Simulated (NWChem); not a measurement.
SiH$_{4}$SeO$_{2}$; SMILES [SeH][SiH](O)O

```xyz
8

Si    -0.0086    -1.0015     0.3801
O     -1.4329    -1.5728    -0.2367
O      1.3660    -1.6637    -0.2620
Se    -0.0207     1.2523    -0.0318
H      0.0015    -1.3725     1.8074
H     -1.6853    -1.2932    -1.1218
H      1.6180    -1.3807    -1.1466
H      1.4239     1.3809     0.2101
```
Atoms are numbered in this order, from 1.

Program: NWChem. The geometry was optimised at PBE0/def2-SVP. Ions are spin-unrestricted doublets at the neutral geometry; other ion states weren't tried.

Question: Among these, which level gives the lowest value of “−ε(HOMO) (eV)”?
(A) PBE/def2-SVP
(B) Hartree-Fock/def2-SVP
(C) CAM-B3LYP/def2-SVP
(D) B3LYP/def2-SVP

Answer: A, PBE/def2-SVP. Values: PBE/def2-SVP 5.89; B3LYP/def2-SVP 6.84; CAM-B3LYP/def2-SVP 8.39; Hartree-Fock/def2-SVP 9.88
